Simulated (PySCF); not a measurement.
Shifts of the heteroatoms

Bonds (- single, = double, # triple, : aromatic): C1-O2, O2-P3, P3=O4, P3-O5, O5-Si6, P3-O7, O7-C8, C8-C9, C8-C10. C1 carries H11, H12, H13; Si6 carries H14, H15, H16; C8 carries H17; C9 carries H18, H19, H20; C10 carries H21, H22, H23. Stereochemistry as in CO[P@](=O)(O[SiH3])OC(C)C.

Computational details: shielding tensors at PBE0/pcSseg-1 (GIAO), geometry: GFN2-xTB, in PySCF (no solvent, averaged over atoms made equivalent by symmetry, fast rotation or ring inversion, one computed conformer, no relativistic terms).

(1) Where does ³¹P resonate?

(2) Predict the ²⁹Si NMR data.

(3) What are the ¹⁷O shifts?

Answers

(1) 
| atoms | environment | σ (ppm) | δ (ppm) |
| --- | --- | --- | --- |
| P3 | phosphorus bonded to 4 O | 330.2 | -3.5 |

Shieldings were converted by a linear fit to measured shifts: ³¹P: δ = 270.09 − 0.828σ (rms 18.1 ppm, 64 shifts vs H3PO4, solution or neat liquid). A few per cent of atoms miss by over 2 rms, more outside the fitted compound classes.

On a 400 MHz spectrometer ³¹P resonates near 161.9 MHz, so 1 ppm is 161.9 Hz.

(2) 
| atoms | environment | σ (ppm) | δ (ppm) |
| --- | --- | --- | --- |
| Si6 | silicon bonded to O, 3 H | 385.3 | -36.7 |

Shieldings were converted by a linear fit to measured shifts: ²⁹Si (scatter 8.9 ppm rms, 25.8 ppm with the 6 outliers that the fit left out vs TMS, solution or neat liquid). Occasional misses reach two or three times the rms, and more in compound classes unlike the fitted ones.

On a 600 MHz spectrometer ²⁹Si resonates near 119.2 MHz, so 1 ppm is 119.2 Hz.

(3) 
```
atoms             environment  σ (ppm)  δ (ppm)
   O4              P=O oxygen    201.8     82.9
   O7   oxygen bonded to C, P    213.5     72.2
   O5  oxygen bonded to P, Si    250.5     38.5
   O2   oxygen bonded to C, P    257.4     32.2
```

Shieldings were converted by a linear fit to measured shifts: ¹⁷O: δ = 266.70 − 0.911σ (rms 10.7 ppm, 155 shifts, 12.2 ppm with the 3 outliers that the fit left out vs liquid water, solution or neat liquid). Occasional misses reach two or three times the rms, and more in compound classes unlike the fitted ones.

On a 500 MHz spectrometer ¹⁷O resonates near 67.8 MHz, so 1 ppm is 67.8 Hz.
